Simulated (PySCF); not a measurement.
BrGaH3N, SMILES [NH2][GaH][Br]. Atoms are numbered in the order given.

```xyz
6

Ga     0.4159    -0.8887     0.0000
H      1.9046    -1.3516     0.0000
Br    -0.1346     1.3582     0.0000
N     -1.0203    -1.9950     0.0000
H     -1.9838    -1.6563     0.0000
H     -0.9609    -3.0142     0.0000
```
Charge 0, spin multiplicity 1.

Geometry: PBE-D3(BJ)/def2-SVP. The values are those of a single conformer.

The numbers are results of PBE-D3(BJ)/def2-SVP in PySCF, not measurements.

Frequencies are harmonic and unscaled.

Computed harmonic wavenumbers and intensities:
```json
[
 {"mode": "1", "ν (cm⁻¹)": "137", "IR (km/mol)": "1.3", "moving atoms (share of kinetic energy)": "N 47 %, H 22 %, Ga 19 %, Br 12 %"},
 {"mode": "2", "ν (cm⁻¹)": "196", "IR (km/mol)": "184.8", "moving atoms (share of kinetic energy)": "H 76 %, N 22 %"},
 {"mode": "3", "ν (cm⁻¹)": "292", "IR (km/mol)": "25.5", "moving atoms (share of kinetic energy)": "Ga 50 %, Br 48 %"},
 {"mode": "4", "ν (cm⁻¹)": "360", "IR (km/mol)": "0.1", "moving atoms (share of kinetic energy)": "H 94 %"},
 {"mode": "5", "ν (cm⁻¹)": "496", "IR (km/mol)": "0.2", "moving atoms (share of kinetic energy)": "H 98 %"},
 {"mode": "6", "ν (cm⁻¹)": "541", "IR (km/mol)": "50.0", "moving atoms (share of kinetic energy)": "H 97 %"},
 {"mode": "7", "ν (cm⁻¹)": "701", "IR (km/mol)": "96.9", "moving atoms (share of kinetic energy)": "N 51 %, H 36 %, Ga 13 %"},
 {"mode": "8", "ν (cm⁻¹)": "725", "IR (km/mol)": "58.2", "moving atoms (share of kinetic energy)": "H 58 %, N 35 %"},
 {"mode": "9", "ν (cm⁻¹)": "1454", "IR (km/mol)": "22.9", "moving atoms (share of kinetic energy)": "H 89 %, N 11 %"},
 {"mode": "10", "ν (cm⁻¹)": "1981", "IR (km/mol)": "100.1", "moving atoms (share of kinetic energy)": "H 99 %"},
 {"mode": "11", "ν (cm⁻¹)": "3506", "IR (km/mol)": "34.0", "moving atoms (share of kinetic energy)": "H 96 %"},
 {"mode": "12", "ν (cm⁻¹)": "3619", "IR (km/mol)": "35.6", "moving atoms (share of kinetic energy)": "H 91 %, N 9 %"}
]
```
